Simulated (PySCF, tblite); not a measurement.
Calculations on `C=CN([SiH3])[Si@H](N)C#N`, in the order of a workflow; each names the level of the geometry that it ran on. Settings lines and outputs come from a driver script.

C₃H₉N₃Si₂.
Numbering: `[CH2:1]=[CH:2][N:3]([SiH3:4])[Si@H:5]([NH2:6])[C:7]#[N:8]` (hydrogens: H9, H10 on C1; H11 on C2; H12, H13, H14 on Si4; H15 on Si5; H16, H17 on N6)

Step 1: GFN2-xTB geometry optimisation, gas phase (tblite 0.8.0) (from a force-field or distance-geometry start)
```json
{"job": {"kind": "relax", "xc": "GFN2-xTB", "basis": "xTB"}, "charge": 0, "multiplicity": 1}
```
```
step      E/eV     max force
  0    -631.38525    3.068
  1    -631.39200    8.311
  2    -631.61872    1.754
...
136    -631.95221    0.018
137    -631.95227    0.020
138    -631.95231    0.020
139    -631.95235    0.012
140    -631.95238    0.010
```

Energy lowered by 13.1 kcal/mol over 140 steps; largest atomic force 0.010 eV/Å at the end. «max force» is the largest atomic force in eV/Å.

Hardware: an Intel Xeon at 2.50 GHz with one thread, no GPU, shared host with 64 logical CPUs at a one-minute load of 63. Cost: 2.9 s wall.

Step 2: GFN2-xTB harmonic vibrations, gas phase (tblite 0.8.0) (on the GFN2-xTB geometry)
```json
{"job": {"kind": "ir", "xc": "GFN2-xTB", "basis": "xTB"}, "charge": 0, "multiplicity": 1}
```
```
(table of modes left out)
```

45 modes from -7 to 3516 cm⁻¹ (unscaled, harmonic, a negative number standing for an imaginary wavenumber); zero-point energy 71.6 kcal/mol from the real modes; the lowest is imaginary at this level.

The run took 2.2 s wall on Intel Xeon at 2.50 GHz, one thread, no GPU, shared host with 64 logical CPUs at a one-minute load of 63.

Step 3: TDDFT PBE0/def2-SVPD, vertical, gas phase, core orbitals frozen in the response (PySCF 2.14.0, density-fitted response routines) (on the GFN2-xTB geometry)
```json
{"job": {"kind": "uv", "xc": "PBE0", "basis": "def2-SVPD", "nstates": 8, "ntriplets": 3}, "charge": 0, "multiplicity": 1}
```
```
...
Static polarisability (au): isotropic 104.912, principal 82.759 112.366 119.610
Singlet excitations
state   eV       nm        f      main configurations
  1   4.9831    248.8   0.00690   H->L 0.95
  2   5.2610    235.7   0.02800   H->L+1 0.94
  3   5.6921    217.8   0.03755   H->L+2 0.84, H->L+3 0.12
  4   6.1375    202.0   0.09353   H->L+3 0.73, H->L+5 0.11, H->L+2 0.10
  5   6.2263    199.1   0.01007   H->L+4 0.94
  6   6.4150    193.3   0.02126   H-1->L 0.86
  7   6.4607    191.9   0.00547   H->L+7 0.53, H->L+6 0.39
  8   6.6677    185.9   0.09199   H->L+5 0.33, H->L+7 0.30, H->L+6 0.24
Triplet excitations (Tamm-Dancoff, eV): 4.1625 4.8624 5.1205
```

HOMO -6.65 eV, LUMO -0.66 eV; lowest singlet 4.98 eV; lowest triplet 4.16 eV (Tamm–Dancoff); mean polarisability 104.9 au.

Time: 1.9 min; peak memory 1.1 GiB. Hardware: one thread, Intel Xeon at 2.50 GHz (x86_64), shared host with 64 logical CPUs at a one-minute load of 63.

Geometry of the electronic-property runs (GFN2-xTB):
```
atom  x, y, z in Å
C1     1.9193   -1.0325    1.3205
C2     0.8626   -1.0026    0.5222
N3     0.3723    0.1023   -0.1638
Si4    1.2790    1.5975   -0.1433
Si5   -1.1992    0.0144   -0.9296
N6    -2.5349    0.6553   -0.0613
C7    -1.6146   -1.7979   -1.0986
N8    -1.8855   -2.9026   -1.2261
H9     2.5156   -0.1627    1.5323
H10    2.2154   -1.9519    1.7919
H11    0.2926   -1.9097    0.3601
H12    1.2741    2.1681    1.2074
H13    0.5660    2.4936   -1.0523
H14    2.6337    1.3266   -0.6197
H15   -1.1263    0.6407   -2.2427
H16   -2.5965    1.6430    0.1193
H17   -2.9805    0.1302    0.6737
```

 (This holds for the electronic-property runs.)

One conformer stands for the species.
